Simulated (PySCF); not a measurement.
PySCF input (CCSD(T)/cc-pVDZ):

```python
from pyscf import gto, scf, mp, cc as ccmod

mol = gto.M(
    atom='''
    Si    0.03592004   -0.00003503   -0.00106819
    F     0.60981248    1.39258090   -0.49339366
    F     0.59269204   -1.10860558   -0.98706634
    F     0.66522245   -0.28579702    1.42491729
    C    -1.79596855    0.00175170    0.05340875
    H    -2.20846604    0.20003695   -0.93689567
    H    -2.15813245    0.77103743    0.73693697
    H    -2.17001345   -0.96469887    0.39434533
    ''',
    basis='cc-pvdz',
    charge=0,
    spin=0,
    verbose=4,
)

mf = scf.RHF(mol)
mf.conv_tol = 1e-10
mf.max_cycle = 100
mf.kernel()
mp2 = mp.MP2(mf, frozen=9).run()
cc = ccmod.CCSD(mf, frozen=9)
cc.max_cycle = 100
cc.kernel()
et = cc.ccsd_t()
print(f'E(CCSD(T)) = {cc.e_tot + et:.9f}')
```

End of the output:

```
Extra cycle  E= -627.074431588029  delta_E= 2.27e-12  |g|= 4.09e-07  |ddm|= 1.8e-06
converged SCF energy = -627.074431588029

******** <class 'pyscf.mp.mp2.RMP2'> ********
nocc = 16, nmo = 80
frozen orbitals 9
E(RMP2) = -627.869128433439  E_corr = -0.794696845410087
E(SCS-RMP2) = -627.846123335584  E_corr = -0.771691747555437
E_corr(same-spin) = -0.209935923388463
E_corr(oppo-spin) = -0.584760922021625

******** <class 'pyscf.cc.ccsd.CCSD'> ********
CC2 = 0
CCSD nocc = 16, nmo = 80
frozen orbitals 9
max_cycle = 100
direct = 0
conv_tol = 1e-07
conv_tol_normt = 1e-05
diis_space = 6
diis_start_cycle = 0
diis_start_energy_diff = 1e+09
Init t2, MP2 energy = -627.869128433525  E_corr(MP2) -0.794696845496332
Init E_corr(CCSD) = -0.794696845496418
cycle = 1  E_corr(CCSD) = -0.799739250490214  dE = -0.00504240499  norm(t1,t2) = 0.0638495
cycle = 2  E_corr(CCSD) = -0.816087395404612  dE = -0.0163481449  norm(t1,t2) = 0.0177883
cycle = 3  E_corr(CCSD) = -0.816615570509341  dE = -0.000528175105  norm(t1,t2) = 0.00948881
cycle = 4  E_corr(CCSD) = -0.818968380737113  dE = -0.00235281023  norm(t1,t2) = 0.00332557
cycle = 5  E_corr(CCSD) = -0.818936573085295  dE = 3.18076518e-05  norm(t1,t2) = 0.000568207
cycle = 6  E_corr(CCSD) = -0.818879581460224  dE = 5.69916251e-05  norm(t1,t2) = 0.000191307
cycle = 7  E_corr(CCSD) = -0.818877962925133  dE = 1.61853509e-06  norm(t1,t2) = 4.65919e-05
cycle = 8  E_corr(CCSD) = -0.818879665574078  dE = -1.70264895e-06  norm(t1,t2) = 1.48849e-05
cycle = 9  E_corr(CCSD) = -0.818880294202834  dE = -6.28628755e-07  norm(t1,t2) = 5.6676e-06
cycle = 10  E_corr(CCSD) = -0.818880274615527  dE = 1.95873062e-08  norm(t1,t2) = 1.51967e-06
CCSD converged
E(CCSD) = -627.8933118626443  E_corr = -0.8188802746155275
CCSD(T) correction = -0.0145119250917368
E(CCSD(T)) = -627.907823788
```
